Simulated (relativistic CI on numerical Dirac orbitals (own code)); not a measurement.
## Ni⁴⁺ in a cubic cluster: 2p photoemission with charge transfer

Computed with a charge-transfer multiplet model of a cubic metal-ligand cluster with up to 3 ligand holes, Slater and spin-orbit integrals from Dirac-Coulomb-Breit ions, Slater integrals scaled by 0.8. The ground state mixes d6 with configurations of k ligand holes L, whose averages lie at kΔ + k(k − 1)U_dd/2; a core hole lowers each added d electron by U_cd. 300 K, Lorentzian 0.6 eV and Gaussian 0.8 eV FWHM.

Atomic integrals in eV (Slater integrals scaled, ζ unscaled), ground: F2dd 11.354, F4dd 7.124, zeta_d 0.099; with the core hole: F2dd 12.648, F4dd 7.972, zeta_d 0.136, zeta_core 11.396, F2cd 7.730, G1cd 6.056, G3cd 3.449.

Cluster parameters (eV): Δ = -0.3, U_cd = 9.2, 10Dq = 1.65, 10Dq(ligand) = 1.3, V(eg) = 2.95, V(t2g) = -1.47, final-state hopping factor = 0.9.

```tsv
Case	n_d	d6	d7L	d8L2	d9L3	S
U_dd = 6.5 eV	6.95	0.26	0.55	0.18	0.01	0.03
U_dd = 7.9 eV	6.89	0.28	0.56	0.15	0.01	0.03
U_dd = 9.3 eV	6.84	0.30	0.57	0.13	0.01	0.04
```

Weights, n_d and S are thermal averages at 300 K. Binding energies count from the first peak over 30 % of the highest in each spectrum, which can be another peak from case to case. The parameters are a model scan and need not match a compound or its usual spin state. Peaks in eV (height, largest 100):
- U_dd = 6.5 eV: 0.0 (100), 3.3 (8), 5.2 (8), 9.8 (29), 13.1 (8), 17.9 (48), 20.1 (10), 27.6 (14)
- U_dd = 7.9 eV: 0.0 (100), 3.4 (9), 5.2 (8), 9.9 (19), 13.0 (7), 17.9 (47), 20.1 (12), 27.8 (9)
- U_dd = 9.3 eV: 0.0 (100), 3.3 (9), 5.0 (8), 10.1 (12), 13.0 (8), 17.9 (46), 19.8 (14), 28.4 (6), 29.8 (6)

For the case U_dd = 7.9 eV, Δ = -0.3 eV is smaller than U_dd = 7.9 eV, the charge-transfer side of the Zaanen-Sawatzky-Allen scheme (negative Δ: between configuration averages a ligand hole costs less than the nominal valence; multiplet and field energies can change this for the lowest states). With the core hole the average of the configuration with one ligand hole lies at Δ − U_cd = -9.5 eV before mixing: it lies below the unscreened one, so the lowest final states are mostly screened and the unscreened weight appears at higher binding energy as a satellite.
